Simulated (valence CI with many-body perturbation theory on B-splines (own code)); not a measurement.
# Hyperfine factors and g values of Gd13+

Level of theory: valence CI with perturbative core correlation (CI+MBPT): five valence electrons over a frozen Dirac-Fock core [Kr] 4d10, radial functions for each j: 7 s, 7 p, 7 d, 7 f, 4 g, 2 h, with the one-electron correlation potential Σ1 (screened to all orders), the two-electron term Σ2, the three-electron term Σ3, Breit, model QED; selected single and double excitations, second order for the rest, scaled by the run's own slope (own B-spline code, finite nucleus).

No measured spectrum was set against this ion. As an estimate, terms of the open shell hold to a few per cent of their energy, and close levels can change places; configurations with another count of f electrons can be misplaced by thousands of cm⁻¹. Among the levels kept, up to 1200 cm⁻¹ of a level comes from second order outside the variational space, and about a tenth of that is noise between levels of different J, which matters for small intervals. The lowest computed level is not the ground level that NIST lists (6H°5/2, for many ions itself from theory).

A/g_I is the dipole constant over the nuclear g factor μ/I (μ in nuclear magnetons, uniformly magnetised nucleus), B/Q the quadrupole constant per barn. Both hold the static response of the core; the bare values leave it out. Large factors of s and p1/2 electrons are usually good to 5 to 10 %; those of open d and f shells near neutrality can be off by tens of per cent, and small factors of p3/2, d and f electrons come from cancelling terms and can be off by a factor of two or in sign, in half-filled shells by more. B is blank for J = 1/2, where it vanishes, and for nearly pure S terms. Energies count from the lowest level.

Names give the largest LS component (configuration and term), which can be under half, so a name can repeat, a term be missing and a line seem to break the LS rules; names also repeat where a configuration has a term twice. Letters in brackets count levels of one name in rising energy.

| Level | E (cm⁻¹) | g | A/g_I (MHz) | A/g_I bare | B/Q (MHz/b) | B/Q bare |
| --- | --- | --- | --- | --- | --- | --- |
| 4f³5s² ⁴I°_9/2 | 0.0 | 0.736 | 1430 | 1280 | 668 | 571 |
| 4f³5s² ⁴I°_11/2 | 4762 | 0.966 | 1090 | 1140 | 706 | 585 |
| 4f³5s² ⁴I°_13/2 | 9573 | 1.105 | 900 | 1070 | 800 | 648 |
| 4f³5s² ⁴I°_15/2 | 14355 | 1.195 | 784 | 1040 | 935 | 749 |
| 4f³5s² ⁴F°_3/2 | 20585 | 0.457 | 1660 | 1220 | -457 | -380 |
| 4f³5s² ²H°_9/2 [a] | 22307 | 1.001 | 1130 | 1240 | -684 | -577 |
| 4f³5s² ⁴F°_5/2 | 23407 | 1.032 | 946 | 1040 | -412 | -349 |
| 4f³5s² ⁴S°_3/2 | 25511 | 1.905 | -95.5 | 823 | -89.0 | -83.0 |
| 4f³5s² ⁴F°_7/2 | 25525 | 1.184 | 804 | 1050 | -926 | -790 |
| 4f³5s² ⁴F°_9/2 | 28656 | 1.223 | 753 | 1040 | -737 | -626 |
| 4f³5s² ²H°_11/2 [a] | 30388 | 1.101 | 860 | 1020 | -179 | -170 |
| 4f³5s² ⁴G°_5/2 | 31074 | 0.578 | 1550 | 1230 | -160 | -123 |
| 4f³5s² ²G°_7/2 [a] | 31724 | 0.967 | 1070 | 1120 | 27.6 | 35.4 |
| 4f³5s² ²K°_13/2 | 34808 | 0.936 | 1110 | 1130 | 2390 | 2010 |
| 4f³5s² ⁴G°_7/2 | 35876 | 0.958 | 1.00e+03 | 1010 | -798 | -674 |
| 4f³5s² ⁴G°_9/2 | 37169 | 1.150 | 837 | 1050 | 227 | 189 |
| 4f⁴5s ⁶I_7/2 | 37445 | 0.450 | -12900 | -12300 | -656 | -525 |
| 4f³5s² ²D°_3/2 [a] | 38548 | 1.069 | 807 | 902 | -236 | -193 |
| 4f³5s² ²K°_15/2 | 39411 | 1.057 | 947 | 1070 | 2640 | 2190 |
| 4f⁴5s ⁶I_9/2 | 39476 | 0.830 | -1410 | -1330 | -577 | -473 |
| 4f³5s² ²G°_9/2 [a] | 41121 | 1.132 | 785 | 957 | -915 | -764 |
| 4f³5s² ⁴G°_11/2 | 41580 | 1.249 | 730 | 1040 | -30.6 | -42.6 |
| 4f⁴5s ⁶I_11/2 | 41876 | 1.034 | 3660 | 3570 | -569 | -477 |
| 4f³5s² ²P°_1/2 | 42480 | 0.587 | 2400 | 2360 |  |  |
| 4f³5s² ²D°_5/2 [a] | 44250 | 1.192 | 783 | 1030 | -1170 | -973 |
| 4f⁴5s ⁶I_13/2 | 44531 | 1.156 | 6170 | 6030 | -602 | -513 |
| 4f⁴5s ⁶I_15/2 | 47346 | 1.234 | 7540 | 7370 | -664 | -571 |
| 4f³5s² ²P°_3/2 | 50157 | 1.092 | 818 | 947 | -344 | -277 |
| 4f⁴5s ⁶I_17/2 | 50257 | 1.288 | 8350 | 8180 | -751 | -648 |
| 4f³5s² ⁴D°_3/2 | 51050 | 1.105 | 1060 | 1290 | 149 | 130 |
| 4f³5s² ⁴D°_5/2 | 51071 | 1.305 | 769 | 1160 | 767 | 642 |
| 4f³5s² ²I°_11/2 | 51996 | 0.959 | 1030 | 1050 | 1680 | 1390 |
| 4f³5s² ⁴D°_1/2 | 53120 | 0.074 | 2720 | 2100 |  |  |
| 4f³5s² ²L°_15/2 | 54038 | 0.952 | 1030 | 1040 | 3920 | 3280 |
| 4f³5s² ²I°_13/2 | 55567 | 1.073 | 945 | 1090 | 1550 | 1290 |
| 4f³5s² ⁴D°_7/2 | 56790 | 1.421 | 408 | 841 | 2080 | 1720 |
| 4f³5s² ²L°_17/2 | 57090 | 1.058 | 938 | 1060 | 4260 | 3550 |
| 4f⁴5s ⁴I_9/2 [a] | 57975 | 0.739 | 6860 | 6290 | -770 | -623 |
| 4f⁴5s ⁶F_1/2 | 58491 | -0.637 | -40300 | -38600 |  |  |
| 4f⁴5s ⁶F_3/2 | 58969 | 1.063 | 4150 | 4140 | -23.3 | -21.0 |

(1) Take the isotope of mass number 155, with I = 3/2, μ = -0.2591 μN and Q = 1.27 b. What is the hyperfine structure of 4f³5s² ⁴I°_9/2?

Results:

(1) From the table A = -246 MHz, B = 848 MHz. Shifts from the centre of gravity in MHz: F = 3: 2420, F = 4: 869, F = 5: -538, F = 6: -1450.
